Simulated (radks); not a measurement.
Species: Ru3+. Configuration: [Kr] 4d3.5 5s1 5p0.5 (fractional occupations, a model configuration). Method: Dirac Kohn-Sham, PBE, spin-unpolarised, spherical densities, finite nucleus; open shells fill j = l - 1/2 first; Fermi nuclear charge, rms radius 4.4809 fm; computed with a radial shooting solver on a logarithmic mesh with Libxc functionals. Some entries of the table are withheld. Estimate them.

orbital  occ.  eigenvalue (hartree)  <r^2> (bohr^2)
1s1/2       2                   (1)        0.001510
2s1/2       2             -117.4745         0.02495
2p1/2       2             -108.6714         0.01876
2p3/2       4             -103.8606         0.02011
3s1/2       2             -22.03014          0.1854
3p1/2       2             -18.61614          0.1821
3p3/2       4             -17.79914          0.1918
3d3/2       4             -11.76017             (2)
3d5/2       6             -11.60087             (3)
4s1/2       2              -4.36358           1.134
4p1/2       2              -3.32520           1.317
4p3/2       4              -3.19277           1.383
4d3/2     3.5              -1.60740           2.192
4d5/2       0              -1.59053           2.227
5s1/2       1              -1.16717           6.637
5p1/2     0.5              -0.91473           8.596
5p3/2       0              -0.89432           8.938

Answer. 
(1) 1s1/2 eigenvalue (hartree): -807.3609
(2) 3d3/2 <r^2> (bohr^2): 0.1746
(3) 3d5/2 <r^2> (bohr^2): 0.1777
